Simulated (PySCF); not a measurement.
## Computed spin Hamiltonian

C4H4FNOS (charge -1 and doublet state).
Structure used (GFN2-xTB), in Å, numbered top down from 1:
```
atom  x, y, z in Å
F1     3.370   -0.126    0.338
C2     1.996   -0.066    0.372
O3     1.522    0.432   -0.822
C4     0.135    0.358   -0.907
N5    -0.477   -0.829   -0.779
C6    -1.704   -0.707   -0.288
C7    -2.063    0.509    0.234
S8    -0.792    1.693    0.011
H9     1.733    0.590    1.222
H10    1.637   -1.093    0.555
H11   -2.357   -1.571   -0.288
H12   -3.000    0.809    0.665
```

The hyperfine couplings belong to this conformer and change with its torsions.

As a line formula: `FCO[C-]1[N]C=CS1` [radical] (charge -1).

Method used: UKS B3LYP, pcH-1 on C F H N O S, non-relativistic, mean-field spin-orbit, GIAO in PySCF 2.14.0. Whether the extra electron is bound in the gas phase wasn't checked; a finite basis holds it in any case. Couplings are sensitive to structure, and on GFN2-xTB geometries they can be far from those on DFT ones, by a factor of two or more for some ions and for spin on atoms past the first row. Stability of the SCF solution: not tested.

| Quantity | Value |
| --- | --- |
| g1, g2, g3 | 2.00058, 2.00462, 2.01005 |
| g_iso | 2.00508 |
| Form of g | rhombic: the two nearest values differ by 43 % of g3 − g1 |
| ⟨S²⟩ | 0.7608 (exact 0.7500) |
| α and β electrons | 35, 34 |
| HOMO–LUMO gap, α and β orbitals | 3.47, 5.19 eV |
| Basis functions | 250 |

Isotropic coupling and dipolar principal values T1 to T3, in G (MHz turned into gauss with g_iso; 10 G = 1 mT):

```
atom  isotope  a_iso  of which spin–orbit     T1     T2    T3  Mulliken spin population
  F1      19F    5.2                  0.0   -4.5   -3.2   7.7                      0.00
  C2      13C    8.6                  0.0   -1.7   -1.5   3.2                      0.04
  O3      17O  -42.2                  0.0   -1.5    0.6   0.9                     -0.01
  C4      13C  122.6                  0.1  -15.6  -15.3  30.9                      0.49
  N5      14N    5.0                  0.0   -2.7   -2.5   5.2                      0.12
  C6      13C   -2.8                  0.0   -3.8    1.6   2.2                     -0.08
  C7      13C    8.9                  0.1   -8.2   -7.4  15.6                      0.26
  S8      33S   12.9                 -0.2   -7.8   -7.4  15.2                      0.17
  H9       1H   -1.1                  0.0   -1.0    0.0   1.0                      0.00
 H10       1H   -1.2                  0.0   -1.1   -0.1   1.1                      0.00
 H11       1H    0.7                  0.0   -1.1    0.0   1.1                      0.00
 H12       1H   -6.4                  0.0   -4.1   -0.1   4.2                     -0.01
```

Largest spin populations (Mulliken): C4 (+0.49), C7 (+0.26), S8 (+0.17) and N5 (+0.12). Three atoms exceed +0.15. The positive populations add up to 1.10 and the negative ones to -0.10, together 2S = 1.

The SMILES `FCO[C-]1[N]C=CS1` draws the unpaired electron on N5, whose computed spin population is only +0.12.

Axes: g2 points within 11° of the C4–S8 bond and g3 points within 15° of the O3–C4 bond.

Under fast tumbling the dipolar parts average out, and these isotropic splittings remain: 1 × 1H (H12, I = 1/2, 2 lines) with 0.64 mT, 1 × 19F (F1, I = 1/2, 2 lines) with 0.52 mT, 1 × 14N (N5, I = 1, 3 lines) with 0.50 mT, 2 × 1H (H9/H10, I = 1/2, 3 lines) with 0.12 mT and 1 × 1H (H11, I = 1/2, 2 lines) with 0.07 mT.

Nuclei that the bonding pattern makes equivalent are averaged, as if the motion that swaps them (rotation, inversion, ring flip) were fast.

The 33S coupling of S8 (36.1 MHz) shows only in satellite lines or after enrichment, since that isotope makes up about 0.76 % of natural sulfur.

The 17O coupling of O3 (-118.4 MHz) shows only in satellite lines or after enrichment, since that isotope makes up about 0.038 % of natural oxygen.
